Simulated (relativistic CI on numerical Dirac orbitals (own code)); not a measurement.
# How well does a small relativistic CI reproduce Ca⁵⁺?

Computed by Dirac-Coulomb-Breit CI, KLI orbitals optimised for each configuration, model QED (radiative potential, 1s self-energy scaled to tabulated hydrogen-like ionisation energies), valence Slater integrals scaled by 0.85, P86 correlation energy added to each configuration (own radial code, finite nucleus).

Configuration list (outside the closed core [Ne]): 3s²3p³, 3s3p⁴, 3s²3p²3d, 3p⁵, 3s3p³3d, 3s²3p²4s, 3p⁴3d, 3s²3p²4p, 3s3p²3d², 3s²3p²4d, 3s²3p²4f, 3s²3p²5s, 3s3p³4s, 3s²3p²5p, 3s3p³4p, 3s²3p²5d, 3s²3p²5f, 3s²3p²5g, 3s²3p²6s, 3s²3p²6p, 3s3p³4d, 3s²3p²6d, 3s²3p3d4p, 3s3p³4f, 3s3p³5s, 3s3p³5p, 3p⁴4s, 3s3p³5d, 3s3p³5f, 3s3p³5g, 3s3p²3d4s, 3s3p³6s, 3p⁴4p, 3s²3p3d², 3s²3d³, 3s3p3d³, 3s²3d²4s, 3s²3d²4p, 3s²3d²4d, 3p³3d², 3p²3d³, 3p²3d²4s, 3p²3d²4p, 3p²3d²4d, 3s²3p3d4s, 3s3p3d²4s, 3s²3d4s², 3s²3d4s4p, 3s²3d4s4d. Double excitations out of closed p, d and f shells are left out; levels of such configurations are missing from the list, as are those of other unlisted configurations, and high levels can miss mixing partners. These lack a partner that the ground configuration has and come out too high: 3s²3p²4f, 3s²3p²5s, 3s²3p²5p, 3s3p³4p, 3s²3p²5d.

```csv
Configuration,Term (tabulated),J,Measured (cm⁻¹),Computed,Error,Purity (%)
3s²3p³,4S°,3/2,0.0,0,0,97
3s3p⁴,4P,5/2,155786.5,160440,4653,88
3s3p⁴,4P,3/2,157767.5,162414,4647,88
3s3p⁴,4P,1/2,158830.5,163468,4638,88
3s²3p²4s,4P,1/2,433849.0,435593,1744,95
3s²3p²4s,4P,3/2,435286.0,437040,1754,95
3s²3p²4s,4P,5/2,437392.0,439133,1741,95
```

Measured levels from Sugar and Corliss, J. Phys. Chem. Ref. Data 8, 865 (1979); pairs were made by configuration, J and term (by order where the table uses no LS term), so strongly mixed levels may be paired wrongly. Some J values or terms of the table were assigned by a fit.

Mean error by configuration (cm⁻¹): 3s3p⁴ 4646; 3s²3p²4s 1746. Over the excited levels the mean absolute error is 3196 cm⁻¹ (6 of the 6 excited levels that our extract of the source holds in range could be paired), and the median relative error of those above 1,000 cm⁻¹ is 1.7 %. Some levels of the ground configuration have no partner.
